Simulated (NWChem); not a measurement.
System: PH, triplet; SMILES [PH]

The following NWChem deck was run.

```
start job
memory heap 200 mb stack 900 mb global 1100 mb
geometry units angstroms noautosym nocenter noautoz
  P      0.000000     0.000000    -0.106552
  H      0.000000     0.000000     1.330555
end
basis spherical
  * library sto-3g
end
dft
  odft
  mult 3
  xc pbe0
  iterations 150
end
cosmo
  do_cosmo_smd true
  solvent water
end
task dft energy
```

Output (shortened):

```
             Northwest Computational Chemistry Package (NWChem) 7.3.0
             --------------------------------------------------------

                             Geometry "geometry" -> ""
                             -------------------------

 Output coordinates in angstroms (scale by  1.889725989 to convert to a.u.)

  No.       Tag          Charge          X              Y              Z
 ---- ---------------- ---------- -------------- -------------- --------------
    1 P                   15.0000     0.00000000     0.00000000    -0.10655200
    2 H                    1.0000     0.00000000     0.00000000     1.33055500

 Effective nuclear repulsion energy (a.u.)       5.5233595933

                                 NWChem DFT Module
                                 -----------------

 Summary of "ao basis" -> "ao basis" (spherical)
 ------------------------------------------------------------------------------
       Tag                 Description            Shells   Functions and Types
 ---------------- ------------------------------  ------  ---------------------
 P                           sto-3g                  5        9   3s2p
 H                           sto-3g                  1        1   1s

 in cosmo_initialize ...
 calling solv_data for solv:h2o

 solvent parameters
 solvname_short: h2o
 solvname_long:  water
 dielec:       78.4000
 dielecinf:     1.7769
 aqueous SMD model solvent descriptors
 dielec:       78.4000
 sola:          0.8200

          ---------------
          -cosmo- solvent
          ---------------
 Cosmo: York-Karplus, doi: 10.1021/jp992097l
 dielectric constant -eps-     =  78.40
 screen = (eps-1)/(eps    )    =   0.98724
 surface charge correction     = lagrangian

   van der Waals surface
 --------------------------

 ---------- ATOMIC COORDINATES (A.U.) ------------ VDWR(ANG.) --
     1    0.00000000    0.00000000   -0.20135408     2.120
     2    0.00000000    0.00000000    2.51438436     1.200
 number of segments per atom =        128
 number of   points per atom =        128
 atom (   nspa,  nppa )
 ----------------------
    1 (    120,     0 )       0
    2 (     56,     0 )       0
 number of -cosmo- surface points =      176
 molecular surface =     56.569 angstrom**2
 molecular volume  =     40.962 angstrom**3
 -lineq- algorithm             =   0
 -bem- low  level              =   3
 -bem- from -octahedral-
 gaussian surface charge width =   4.50000
 degree of switching           =   1.00000
 switching function tolerance  =   0.00010
 atomic radii =
 --------------
    1 15.000  2.120
    2  1.000  1.200
 ...... end of -cosmo- initialization ......

 nat:                     2
 ixmem:                   309
 calling mnsol_interface()
 G(SMD-CDS) energy (kcal/mol)  =     0.747
 SMD-CDS SASA (angstrom**2)    =    66.642

            General Information
            -------------------
          SCF calculation type: DFT
          Wavefunction type:  spin polarized.
          No. of atoms     :     2
          No. of electrons :    16
           Alpha electrons :     9
            Beta electrons :     7
          Charge           :     0
          Spin multiplicity:     3
          Use of symmetry is: off; symmetry adaption is: off
          Maximum number of iterations: 150
          AO basis - number of functions:    10
                     number of shells:     6
          Convergence on energy requested:  1.00D-06
          Convergence on density requested:  1.00D-05
          Convergence on gradient requested:  5.00D-04

              XC Information
              --------------
                         PBE0 Method XC Functional
                     Hartree-Fock (Exact) Exchange  0.250
          PerdewBurkeErnzerhof Exchange Functional  0.750
            Perdew 1991 LDA Correlation Functional  1.000 local
           PerdewBurkeErnz. Correlation Functional  1.000 non-local

[...]

                                COSMO-SMD solvation results
                                ---------------------------

             internal energy in gas <Psi(g)|H|Psi(g)> =      -337.860058483008
         internal energy in solvent <Psi(s)|H|Psi(s)> =      -337.860044404790
                               delta internal energy  =         0.000014078218 (    0.01 kcal/mol)
   total free energy in solvent <Psi(s)|H+V/2|Psi(s)> =      -337.860447893457
 polarization energy contribution <Psi(s)|V/2|Psi(s)> =        -0.000403488667 (   -0.25 kcal/mol)
    total free energy in solvent including G(SMD-CDS) =      -337.859258096853
                       G(SMD-CDS) energy contribution =         0.001189796604 (    0.75 kcal/mol)
     1 M fixed-concentration free energy of solvation =         0.000800386155 (    0.50 kcal/mol)

                    DFT Final Alpha Molecular Orbital Analysis
                    ------------------------------------------

 Vector    7  Occ=1.000000D+00  E=-2.381662D-01
              MO Center= -8.0D-10, -8.0D-10,  1.5D-01, r^2= 1.6D+00
   Bfn.  Coefficient  Atom+Function         Bfn.  Coefficient  Atom+Function
  ----- ------------  ---------------      ----- ------------  ---------------
     9     -0.588435  1 P  pz                10     -0.577600  2 H  s
     6      0.555365  1 P  s                  5      0.217982  1 P  pz
     2     -0.140496  1 P  s                  1      0.043317  1 P  s

 Vector    8  Occ=1.000000D+00  E=-1.228561D-01
              MO Center= -2.8D-11,  2.8D-11, -1.1D-01, r^2= 1.1D+00
   Bfn.  Coefficient  Atom+Function         Bfn.  Coefficient  Atom+Function
  ----- ------------  ---------------      ----- ------------  ---------------
     7      0.735661  1 P  px                 8     -0.726546  1 P  py
     3     -0.241075  1 P  px                 4      0.238088  1 P  py

 Vector    9  Occ=1.000000D+00  E=-1.228561D-01
              MO Center=  1.6D-09,  1.6D-09, -1.1D-01, r^2= 1.1D+00
   Bfn.  Coefficient  Atom+Function         Bfn.  Coefficient  Atom+Function
  ----- ------------  ---------------      ----- ------------  ---------------
     8      0.735661  1 P  py                 7      0.726546  1 P  px
     4     -0.241075  1 P  py                 3     -0.238088  1 P  px

 Vector   10  Occ=0.000000D+00  E= 3.275588D-01
              MO Center=  3.3D-11,  4.5D-11,  6.5D-01, r^2= 1.4D+00
   Bfn.  Coefficient  Atom+Function         Bfn.  Coefficient  Atom+Function
  ----- ------------  ---------------      ----- ------------  ---------------
    10     -1.051794  2 H  s                  9      1.008007  1 P  pz
     6      0.473354  1 P  s                  5     -0.284405  1 P  pz
     2     -0.079729  1 P  s                  1      0.027327  1 P  s

                     DFT Final Beta Molecular Orbital Analysis
                     -----------------------------------------

 Vector    5  Occ=1.000000D+00  E=-4.323070D+00
              MO Center= -7.3D-13,  7.3D-13, -1.1D-01, r^2= 8.4D-02
   Bfn.  Coefficient  Atom+Function         Bfn.  Coefficient  Atom+Function
  ----- ------------  ---------------      ----- ------------  ---------------
     3      0.692809  1 P  px                 4     -0.692438  1 P  py
     7      0.049141  1 P  px                 8     -0.049115  1 P  py

 Vector    6  Occ=1.000000D+00  E=-4.556052D-01
              MO Center= -5.7D-10, -5.9D-10,  5.2D-01, r^2= 1.1D+00
   Bfn.  Coefficient  Atom+Function         Bfn.  Coefficient  Atom+Function
  ----- ------------  ---------------      ----- ------------  ---------------
     6      0.750422  1 P  s                 10      0.410797  2 H  s
     2     -0.274990  1 P  s                  9      0.160769  1 P  pz
     1      0.079014  1 P  s                  5     -0.071091  1 P  pz

 Vector    7  Occ=1.000000D+00  E=-1.996821D-01
              MO Center= -6.4D-10, -6.5D-10, -2.5D-02, r^2= 1.6D+00
   Bfn.  Coefficient  Atom+Function         Bfn.  Coefficient  Atom+Function
  ----- ------------  ---------------      ----- ------------  ---------------
     6      0.691471  1 P  s                 10     -0.550348  2 H  s
     9     -0.541843  1 P  pz                 5      0.200974  1 P  pz
     2     -0.186428  1 P  s                  1      0.056626  1 P  s

 Vector    8  Occ=0.000000D+00  E= 8.744957D-02
              MO Center=  1.2D-09,  1.1D-09, -1.1D-01, r^2= 1.1D+00
   Bfn.  Coefficient  Atom+Function         Bfn.  Coefficient  Atom+Function
  ----- ------------  ---------------      ----- ------------  ---------------
     7      0.745034  1 P  px                 8      0.716978  1 P  py
     3     -0.243821  1 P  px                 4     -0.234640  1 P  py

 Vector    9  Occ=0.000000D+00  E= 8.744957D-02
              MO Center= -3.1D-11,  3.2D-11, -1.1D-01, r^2= 1.1D+00
   Bfn.  Coefficient  Atom+Function         Bfn.  Coefficient  Atom+Function
  ----- ------------  ---------------      ----- ------------  ---------------
     8     -0.745034  1 P  py                 7      0.716978  1 P  px
     4      0.243821  1 P  py                 3     -0.234640  1 P  px

 Vector   10  Occ=0.000000D+00  E= 3.598216D-01
              MO Center=  9.2D-11,  9.9D-11,  6.0D-01, r^2= 1.3D+00
   Bfn.  Coefficient  Atom+Function         Bfn.  Coefficient  Atom+Function
  ----- ------------  ---------------      ----- ------------  ---------------
     9      1.029886  1 P  pz                10     -1.019023  2 H  s
     6      0.505340  1 P  s                  5     -0.292401  1 P  pz
     2     -0.092154  1 P  s                  1      0.030814  1 P  s

   alpha - beta orbital overlaps
   -----------------------------

   alpha      1      2      3      4      5      6      7      8      9     10
    beta      1      2      4      5      3      6      7      9      8     10
 overlap   1.000  1.000  1.000  1.000  1.000  0.987  0.988  1.000  1.000  0.998

[...]
```

Level: PBE0/STO-3G, spin-unrestricted, SMD on the gas-phase geometry. Structure relaxed at the PBE0/def2-SVP, spin-unrestricted level. No stability test was run on the SCF state. Solvent: water.
